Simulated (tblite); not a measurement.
Input of a run (GFN2-xTB geometry optimisation, gas phase (tblite 0.8.0)), started from a force field or distance geometry:
```
{"job": {"kind": "relax", "xc": "GFN2-xTB", "basis": "xTB"}, "charge": 0, "multiplicity": 2}
C      2.175100    -0.758600    -0.183600
C      1.094200     0.007200     0.047300
C      0.788600     1.121500     1.028000
C     -0.544600     1.238600     0.469800
N     -1.547300     1.976300     0.736500
C     -0.318200     0.107200    -0.537900
C     -1.195500    -1.116200    -0.373800
H      2.148700    -1.509200    -0.953500
H      3.081800    -0.631000     0.394100
H      1.281300     1.653800     1.807600
H     -2.329700     1.741700     0.105200
H     -0.352600     0.472700    -1.567900
H     -1.202900    -1.485500     0.672100
H     -0.849800    -1.932600    -1.022300
H     -2.233400    -0.878000    -0.643600
```

Output (eV, eV/Å):
```
step      E/eV     max force
  0    -536.51079    3.181
  1    -536.65250    1.174
  2    -536.68327    0.743
  3    -536.70066    0.518
  4    -536.70917    0.334
  5    -536.71892    0.197
  6    -536.72428    0.203
  7    -536.73124    0.187
  8    -536.73477    0.148
  9    -536.73710    0.108
 10    -536.73865    0.092
 11    -536.74009    0.082
 12    -536.74129    0.089
 13    -536.74224    0.077
 14    -536.74301    0.076
 15    -536.74378    0.076
 16    -536.74456    0.071
 17    -536.74516    0.057
 18    -536.74548    0.058
 19    -536.74567    0.054
 20    -536.74585    0.043
 21    -536.74608    0.042
 22    -536.74631    0.039
 23    -536.74647    0.029
 24    -536.74658    0.023
 25    -536.74669    0.028
 26    -536.74680    0.027
 27    -536.74689    0.022
 28    -536.74696    0.017
 29    -536.74700    0.017
 30    -536.74705    0.018
 31    -536.74709    0.016
 32    -536.74712    0.013
 33    -536.74714    0.012
 34    -536.74717    0.015
 35    -536.74719    0.013
 36    -536.74720    0.010
 37    -536.74721    0.011
 38    -536.74723    0.013
 39    -536.74725    0.019
 40    -536.74728    0.017
 41    -536.74731    0.014
 42    -536.74733    0.013
 43    -536.74735    0.017
 44    -536.74738    0.022
 45    -536.74741    0.017
 46    -536.74743    0.013
 47    -536.74744    0.010
 48    -536.74746    0.011
 49    -536.74747    0.010
 50    -536.74747    0.007
```

Problem. Summarise the run.

Solution. The energy falls by 5.5 kcal/mol over 50 L-BFGS steps, the largest force on an atom goes from 3.18 to 0.007 eV/Å, and the atoms move by 0.073 Å rms after alignment. The bond that changes most is C2–C3 (ends: carbon bonded to 3 C; carbon bonded to 2 C and H), which shortens by 0.102 Å. Bonds longer at the end by more than 0.005 Å: 3 of 15; shorter: 9. Among the angles that change most is C4–N5–H11, from 109.7° to 114.8°. The energy never rose by more than 1e-5 eV on the way. The first step brought 60 % of the lowering.

Problem. What are the final bond lengths?

Solution. C1=C2 1.346 Å, C2–C3 1.413 Å, C3–C4 1.427 Å, C4=N5 1.267 Å, C4–C6 1.543 Å, C6–C7 1.520 Å, C2–C6 1.526 Å, C1–H8 1.076 Å, C1–H9 1.077 Å, C3–H10 1.073 Å, N5–H11 1.018 Å, C6–H12 1.093 Å, C7–H13 1.089 Å, C7–H14 1.088 Å, C7–H15 1.089 Å. Numbering counts from 1 in the input's order; the species is `C1(=N/[H])/[C@@H](C([CH]1)=C)C` [radical].

The run took 0.25 s of wall time on one thread, Arm Neoverse V1 (aarch64), shared host with 32 logical CPUs at a one-minute load of 24.

Its GFN2-xTB frequencies are all real (lowest 96 cm⁻¹).

All values are computed, not measured.
